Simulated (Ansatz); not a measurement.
C2H3ClInN, SMILES `[CH3][In]([Cl])[C]#N`, relaxed with RKS PBE0-D4/def2-TZVP in Ansatz from a PBE-D4/def2-SVP geometry. The force threshold is 0.005 eV/Å; the program also tests the step.

Charge 0, multiplicity 1. In: def2 effective core potential.

Start:

```xyz
8

C    -0.901    1.139   -0.495
In    0.114   -0.456    0.531
Cl   -0.607   -1.195    2.659
C     1.823   -1.564   -0.139
N     2.760   -2.143   -0.548
H    -0.216    2.006   -0.558
H    -1.813    1.413    0.066
H    -1.159    0.799   -1.515
```

```
step  energy (eV)  largest force (eV/Å)  largest move (Å)
   1  -21303.7365                 2.374             0.000
   2  -21303.8004                 0.149             0.063
   3  -21303.8026                 0.040             0.024
   4  -21303.8028                 0.010             0.008
   5  -21303.8028                 0.008             0.004
   6  -21303.8028                 0.001             0.002
```

End:

```xyz
8

C    -0.887    1.122   -0.488
In    0.109   -0.449    0.529
Cl   -0.584   -1.188    2.618
C     1.796   -1.546   -0.129
N     2.715   -2.112   -0.536
H    -0.220    1.982   -0.555
H    -1.787    1.395    0.058
H    -1.143    0.796   -1.496
```

It took 12 s on 2 threads of an AMD EPYC 7R13 on a shared host and a share of an NVIDIA H100 80 GB, with 0.85 GiB of host memory at the peak.
